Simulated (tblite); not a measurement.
Compound: C₈H₉F.
Structure used (GFN2-xTB), in Å, numbered top down from 1:
```xyz
18
C8H9F angstrom
C      2.6473    0.7610   -0.0304
C      1.7739    0.1781   -0.8409
C      0.4135   -0.1912   -0.4839
C     -0.2421   -1.2491   -0.9881
C     -1.6189   -1.3863   -0.4187
F     -1.8482   -2.6639    0.0680
C     -1.6639   -0.3410    0.7011
C     -0.4522    0.5268    0.4587
C     -0.2843    1.7491    0.9463
H      3.6504    0.9826   -0.3536
H      2.4034    1.0137    0.9870
H      2.0757   -0.1084   -1.8410
H      0.1362   -1.9569   -1.7039
H     -2.3951   -1.2310   -1.1817
H     -1.5713   -0.8552    1.6604
H     -2.5889    0.2329    0.7096
H      0.5710    2.3519    0.6990
H     -1.0153    2.1933    1.6005
```

Level: GFN2-xTB in tblite, geometry and Hessian alike; calculated harmonic values, unscaled, isolated species. This tight-binding method is rough: wavenumbers can miss measured ones by several per cent, in bad cases by 10 to 20. One conformer, not necessarily the lowest.

Harmonic wavenumbers (cm⁻¹): 64.8, 105.2, 150.4, 197.6, 266.8, 316.9, 385.7, 440.0, 459.7, 514.0, 609.3, 654.6, 664.3, 743.0, 792.7, 811.0, 888.0, 898.7, 901.7, 937.7, 973.5, 997.3, 1015.8, 1035.7, 1087.4, 1138.6, 1158.8, 1182.6, 1234.6, 1261.0, 1287.2, 1296.7, 1324.4, 1406.0, 1410.5, 1447.8, 1625.5, 1679.8, 1706.6, 2875.0, 2977.7, 3013.5, 3046.3, 3107.9, 3110.6, 3134.5, 3135.8, 3142.8.

A = 3017, B = 1177, C = 905.7 MHz; mass 124.069 u (most abundant isotopes); point group C1, symmetry number 1.

Question: Zero-point energy?

Answer: ½Σν̃ = 31308 cm⁻¹ = 89.51 kcal/mol.

Question: What is S at 350 K and 1 bar for an ideal gas of classical rigid rotors and harmonic oscillators?

Answer: Translation 41.18, rotation 29.47, vibration 26.58: S = 97.2 cal/(mol K).

Question: And Cp and H(350 K) − H(0)?

Answer: Cp = 40.38 cal/(mol K), of which vibrations give 32.43 (their classical limit is 48 R = 95.4); H(350 K) − H(0) = 8.00 kcal/mol without the zero-point energy, 5.22 from vibrations.

Question: How do the functions run with temperature in this model?

Answer: 
| T (K) | S (cal/(mol K)) | Cp (cal/(mol K)) | H − H(0) (kcal/mol) | G − H(0) (kcal/mol) | ln q(vib) |
| --- | --- | --- | --- | --- | --- |
| 150 | 73.1 | 19.9 | 2.01 | -8.95 | 1.85 |
| 250 | 85.5 | 29.8 | 4.49 | -16.89 | 3.79 |
| 298.15 | 91.2 | 35.0 | 6.05 | -21.14 | 4.77 |
| 400 | 102.9 | 45.3 | 10.15 | -31.03 | 6.95 |
| 600 | 124.5 | 60.8 | 20.86 | -53.82 | 11.42 |
| 900 | 152.0 | 75.0 | 41.42 | -95.43 | 18.02 |

q(vib) and H(0) count from the zero-point level.

Question: Which modes carry the vibrational entropy at 350 K?

Answer: 64.8 cm⁻¹: 4.62; 105.2 cm⁻¹: 3.67; 150.4 cm⁻¹: 2.97; 197.6 cm⁻¹: 2.45; 266.8 cm⁻¹: 1.90; 316.9 cm⁻¹: 1.60 cal/(mol K); the other 42 give 9.36 together.

Question: Blend soft modes into free rotors: weight 1/[1 + (100 cm⁻¹/ν̃)⁴] for the oscillator and the rest for a rotor with moment μB/(μ + B), μ = h/(8π²ν), B = 10⁻⁴⁴ kg m². What vibrational entropy results?

Answer: 25.21 cal/(mol K) in place of 26.58, which changes −T·S at 350 K by +0.48 kcal/mol.

Hindered rotation and anharmonicity are outside this model. Other conformers, if any are populated, would add a mixing term that is left out. The structure is chiral; the term R ln 2 for an equal mix with its mirror image is left out.

The run took 1.8 s wall on an Intel Xeon at 2.50 GHz with one thread, on a shared host. This covers the Hessian and the dipole derivatives.
